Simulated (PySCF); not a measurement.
PTFE oligomer, SMILES FC(F)(F)C(F)(F)C(F)(F)C(F)(F)C(F)(F)C(F)(F)C(F)(F)C(F)(F)F (C₈F₁₈) at its GFN2-xTB optimised geometry (Å):

```
26

F      1.8851     1.0809    -1.1204
C      2.2993     1.6595     0.0000
F      3.6228     1.6595     0.0000
F      1.8824     2.9188     0.0000
C      1.7781     0.8840     1.2549
F      1.9994    -0.4285     1.0765
F      2.5164     1.2673     2.3092
C      0.2834     1.1220     1.6413
F      0.1423     2.4182     1.9654
F      0.0330     0.4167     2.7570
C     -0.8233     0.8102     0.5817
F     -1.9953     1.1911     1.1161
F     -0.6086     1.6048    -0.4824
C     -0.9844    -0.6449     0.0327
F     -1.9397    -0.5985    -0.9088
F      0.1522    -1.0007    -0.5895
C     -1.3426    -1.7913     1.0354
F     -1.4295    -2.9188     0.3100
F     -0.3295    -1.9616     1.8987
C     -2.6666    -1.6027     1.8399
F     -2.4505    -0.7552     2.8576
F     -3.6228    -1.0690     1.0653
C     -3.1970    -2.9577     2.4188
F     -4.1274    -2.7223     3.3308
F     -3.7329    -3.6964     1.4573
F     -2.2201    -3.6509     2.9881
```

Calculation: PySCF with PBE0/def2-SVP. Cells within 0.4 Å of a nucleus heavier than hydrogen are left out (blank, or x).

Map of the electron localisation function on the plane z = 0.6 Å:

```
|000000000000000000000000000|
|000000000000000000000000000|
|000000000000000000000000000|
|000000000000000000000000000|
|000000000000000001100000000|
|000000000000000145530000000|
|000000000000000278840000000|
|000000000000000178710330000|
|000000013200000013313762000|
|000000147611100016536973000|
|000000269853531169935873000|
|00000016876xx72359811652000|
|00000002525x551123200110000|
|000024100079810047740000000|
|000158710157410089973000000|
|000378920499410068852000000|
|000489811599300013310000000|
|000267401324100000000000000|
|000000001585100000000000000|
|0000110048x8200000000000000|
|000356405998500000000000000|
|000357601776300000000000000|
|000135500222000000000000000|
|000012200000000000000000000|
|000000000000000000000000000|
|000000000000000000000000000|
|000000000000000000000000000|
```
Scale: ten equal steps from 0.000 (start of '0') to 0.966 (end of '9'), in the order '0123456789'; x runs from -6.00 to 6.00, y from -6.00 (bottom) to 6.00 (top).
